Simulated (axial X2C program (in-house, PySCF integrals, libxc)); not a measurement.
Spin–orbit effects along a row: molecules with Mn, PBE0

Computed with an axial X2C code built on PySCF integrals, spin-free (one-electron X2C) or two-component (2c: spin–orbit coupling with atomic mean-field Coulomb and Gaunt terms, which also bring small scalar terms), in Dyall basis sets with cores contracted in-house; open shells are unrestricted.

Basis sets: Al dyall-v3z, Cl dyall-av3z, Mn dyall-cv3z, Na dyall-cv3z, S dyall-av3z, Si dyall-v3z.

```
molecule   spin-free state  Re (Å)  ωe (cm⁻¹)  De (eV)  2c state  Re 2c (Å)  ωe 2c (cm⁻¹)  De 2c (eV)
    NaMn    M_S = 3, Λ = 0   3.291      114.5     0.28     Ω = 3      3.292         114.4        0.28
    AlMn                 ?       ?          ?        ?         ?          ?             ?           ?
    MnSi  M_S = 7/2, Λ = 0   2.494      294.3     1.29   Ω = 3/2      2.333         326.1        1.97
     MnS  M_S = 5/2, Λ = 0   2.058      503.8     3.22   Ω = 5/2      2.059         503.5        3.22
    MnCl    M_S = 3, Λ = 0   2.236      380.9     3.78     Ω = 3      2.237         380.7        3.77
```

Estimate the 2c Re and ωe of AlMn as the mean of its neighbours in the table.

Re ≈ 2.812 Å, ωe ≈ 220.2 cm⁻¹. The PBE0 runs give the row below, so the estimate misses by 0.142 Å and -5.1 cm⁻¹.

| molecule | spin-free state | Re (Å) | ωe (cm⁻¹) | De (eV) | 2c state | Re 2c (Å) | ωe 2c (cm⁻¹) | De 2c (eV) |
| --- | --- | --- | --- | --- | --- | --- | --- | --- |
| AlMn | M_S = 2, Λ = 1 | 2.672 | 225.0 | 0.79 | Ω = 3 | 2.671 | 225.3 | 0.79 |

Each entry is the lowest single determinant of a limited PBE0 search at one distance. De goes to single-determinant-based atoms at the same level (for ions the charge split of lowest energy) and is withheld (n/a) where an atom does not fit its ground term or J level. Main or longest-lived isotopes. One determinant is a doubtful description, or other states lie close, for NaMn, AlMn, MnSi, MnS, MnCl; these need not be ground states, and all values refer to the states named. Some open-shell Ω = 0 determinants are out of reach, so the Ω given for NaMn, AlMn, MnCl need not be the lowest component. With several unpaired electrons the Ω given is that of one determinant, not necessarily of the lowest component. Some light 2c atoms are not at their ground J level, so De misses part of their lowering (0.04 eV or less). The functionals have no current term, which raises determinants with orbital currents. Where the atoms have a lower orbital projection than the molecule, De at mean-field level may be about a tenth of an eV too small. The lowest determinant changes configuration between the Hamiltonians for MnSi, so two states are compared there.
